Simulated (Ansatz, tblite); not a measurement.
Asn (charge +1): E(high spin) − E(low spin) (eV) at several levels, gas phase, relaxed structures; Ansatz, xTB through tblite. Each state is relaxed at the level in the geometry column; the other columns are single points. Clusters are the lowest isomers that short searches found in that spin, judged at the geometry's level. xTB has no spin-polarisation term. Singlets are spin-restricted. The structures are stationary points that may keep the symmetry of their start.

```csv
species,state,geometry,GFN1-xTB,GFN2-xTB,PBE-D4/def2-TZVP,BLYP-D4/def2-TZVP,r2SCAN-D4/def2-TZVP,PBE0-D4/def2-TZVP
As4⁺,quartet − doublet,PBE-D4/def2-SVP,2.04,2.02,1.76,1.66,1.68,1.69
As5⁺,quintet − singlet,PBE-D4/def2-SVP,3.12,3.07,2.47,2.36,2.25,2.32
```

Problem. Estimate the rows for As3⁺ (quintet − singlet, r2SCAN-D4/def2-TZVP geometry).

Solution. 
```
species              state             geometry  GFN1-xTB  GFN2-xTB  PBE-D4/def2-TZVP  BLYP-D4/def2-TZVP  r2SCAN-D4/def2-TZVP  PBE0-D4/def2-TZVP
   As3⁺  quintet − singlet  r2SCAN-D4/def2-TZVP      4.06      4.40              3.60               3.57                 3.39               3.41
```
